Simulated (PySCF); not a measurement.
From computed data to an observable: oscillator strength and radiative lifetime

3-bromo-1,1-difluoropropa-1,2-diene (C₃HBrF₂), SMILES C(F)(F)=C=CBr.

The structure is a stationary point at B3LYP-D3(BJ)/def2-SVP.

TDDFT-PBE/def2-SVPD (PySCF) puts the first singlet state with f over 0.02 at 5.86 eV (vertical), with the transition dipole (1.656, 0.179, 0.000) in atomic units.

Problem. Find the oscillator strength, the wavelength and the radiative lifetime that this transition would have in vacuum if emission retraced absorption.

Solution. 
|μ|² = 2.7744 au, so |μ| = 4.23 D. ΔE = 5.86/27.211 = 0.2154 hartree. f = (2/3) ΔE |μ|² = 0.398 (the program prints 0.398).
λ = 1239.84/5.86 = 212 nm; ν = 47264 cm⁻¹.
Einstein's coefficient A = 0.6670 ν² f s⁻¹ (ν in cm⁻¹) = 5.9e8 s⁻¹, so τ = 1/A = 1.7 ns. This state is S6; the lower singlets have f = 0.000, 0.001, 0.001, 0.000, 0.004. The figure is the radiative limit of this one transition; relaxation, internal conversion, crossing to triplets and a medium change what is measured.
